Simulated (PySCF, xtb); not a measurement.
FH3LiN, SMILES [Li]([F])<-[NH3] (connectivity only; charge and spin as stated), neutral, multiplicity 1.

Harmonic wavenumbers (cm⁻¹) from GFN2-xTB (xtb) at its own minimum, in rising order: 120, 120, 220, 286, 286, 880, 1213, 1567, 1567, 3465, 3466, 3475.

Question: What does PySCF with PBE-D3(BJ)/def2-TZVP give at its own minimum? (An estimate is asked for; the answer gives what the named calculation found.)

Answer: 51, 51, 279, 457, 457, 897, 1164, 1623, 1623, 3382, 3489, 3489. Paired by order, the mean absolute difference is 70 cm⁻¹ and the zero-point energies are 23.8 and 24.2 kcal/mol.
